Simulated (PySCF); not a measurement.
## SMILES CSC=C=CC=O, C$_{5}$H$_{6}$OS

Geometry:
```json
{"atom": "C1", "x (Å)": "2.000", "y (Å)": "0.670", "z (Å)": "-0.190"}
{"atom": "S2", "x (Å)": "2.024", "y (Å)": "-0.961", "z (Å)": "-0.978"}
{"atom": "C3", "x (Å)": "0.416", "y (Å)": "-1.555", "z (Å)": "-0.563"}
{"atom": "C4", "x (Å)": "-0.455", "y (Å)": "-0.909", "z (Å)": "0.143"}
{"atom": "C5", "x (Å)": "-1.323", "y (Å)": "-0.195", "z (Å)": "0.815"}
{"atom": "C6", "x (Å)": "-2.273", "y (Å)": "0.702", "z (Å)": "0.157"}
{"atom": "O7", "x (Å)": "-3.069", "y (Å)": "1.398", "z (Å)": "0.734"}
{"atom": "H8", "x (Å)": "1.825", "y (Å)": "0.554", "z (Å)": "0.876"}
{"atom": "H9", "x (Å)": "2.975", "y (Å)": "1.113", "z (Å)": "-0.366"}
{"atom": "H10", "x (Å)": "1.222", "y (Å)": "1.280", "z (Å)": "-0.639"}
{"atom": "H11", "x (Å)": "0.242", "y (Å)": "-2.544", "z (Å)": "-0.953"}
{"atom": "H12", "x (Å)": "-1.388", "y (Å)": "-0.250", "z (Å)": "1.895"}
{"atom": "H13", "x (Å)": "-2.201", "y (Å)": "0.699", "z (Å)": "-0.948"}
```

The calculation used PySCF 2.14.0, quadratic response B3LYP/def2-SVPD first hyperpolarisability, Taylor convention, gas phase. Geometry: GFN2-xTB.

(1) Give the tensor of the static β(0;0,0) in the axes of these coordinates.

Results:

(1) In au, Taylor convention; rows are the first index (the induced dipole):
```tsv
	xx	yy	zz	xy	xz	yz
x	+83.4	-19.2	-15.0	+5.8	-11.8	-23.4
y	+5.8	+51.6	+28.2	-19.2	-23.4	+27.7
z	-11.8	+27.7	+74.7	-23.4	-15.0	+28.2
```
Norm of βᵢ = ⅓ Σⱼ (βᵢⱼⱼ + βⱼᵢⱼ + βⱼⱼᵢ): 134.0 au, hyper-Rayleigh value 61.6 au.
